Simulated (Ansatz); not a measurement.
A structure drawn as `CO[Si](Cl)(OC)[Se]C`, with this starting geometry:

Cartesian coordinates in Å:
```
C -0.832 1.144 -1.190
O 0.401 0.948 -0.574
Si 0.300 -0.522 0.324
Cl 2.141 -0.971 1.143
O -0.135 -1.857 -0.756
C 0.858 -1.963 -1.775
Se -1.271 -0.423 1.934
C -0.478 1.184 2.670
H -1.094 0.416 -1.925
H -1.617 1.369 -0.436
H -0.730 2.156 -1.768
H 0.563 -2.790 -2.483
H 1.835 -2.218 -1.316
H 0.980 -1.018 -2.362
H 0.584 0.974 3.044
H -1.044 1.548 3.549
H -0.461 2.023 1.922
```

Total charge 0; spin multiplicity 1.

Question: Relax it with Ansatz at PBE-D4/def2-SVP and then PBE0-D4/def2-TZVP. Is the drawn bonding still there?

Answer: Yes, every drawn bond is still there and no new one forms.

Question: Give the relaxed structure. (Best estimate.)

Answer: Computed: 
Z-matrix (Å, degrees):
```
C
O 1 1.415
H 1 1.095 2 111.3
H 1 1.094 2 111.0 3 -121.1
H 1 1.091 2 107.9 3 119.8
Si 2 1.629 1 123.6 3 48.1
Se 6 2.245 2 112.8 1 -56.7
O 6 1.621 2 113.7 1 61.9
Cl 6 2.050 2 102.8 1 -178.4
C 7 1.960 6 95.3 2 -56.8
C 8 1.414 6 125.8 2 64.4
H 10 1.088 7 110.4 6 58.0
H 10 1.088 7 109.9 6 -64.2
H 10 1.088 7 106.2 6 177.0
H 11 1.090 8 107.8 6 -178.0
H 11 1.093 8 110.9 6 62.7
H 11 1.094 8 111.3 6 -58.6
```
No frequency check was run.

Atoms count as bonded under 1.1 times the sum of their covalent radii (H–H under 0.85 Å, pairs among N, O and F under 1.55 Å), and a drawn bond as lost past 1.3 times.
